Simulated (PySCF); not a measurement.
## How methods differ on the ionisation energy of Ni⁺

Ni⁺ [Ar] 3d9 (2D) → Ni²⁺ [Ar] 3d8 (3F), as a difference of total energies. Calculation: PySCF 2.14, in aug-cc-pVDZ (7s6p4d2f, 59 functions); the non-relativistic Hamiltonian (point nucleus). Correlated levels: valence: [Ar] frozen. The calculations carry no spin-orbit coupling.

```tsv
method	ionisation energy (eV)
UHF	15.263
LDA	19.486
PBE	18.875
PBE0	18.225
r2SCAN	18.026
M06	18.698
LC-wPBE	18.599
revPBE	18.724
B97-3	18.233
MP2 (valence)	18.352
SCS-MP2 (valence)	18.042
```

Question: How much does correlation contribute at MP2 (valence)?

Answer: 18.352 − (15.263) = 3.089 eV, measured against UHF.

A first-order spin-orbit estimate (lowest level to lowest level, LS coupling) adds -0.052 eV.

These non-relativistic numbers lack the scalar-relativistic shift.

Errors of the correlated levels include the incompleteness of this basis and the frozen core.

For comparison: 18.169 eV (measured; NIST Atomic Spectra Database, ionization energies).
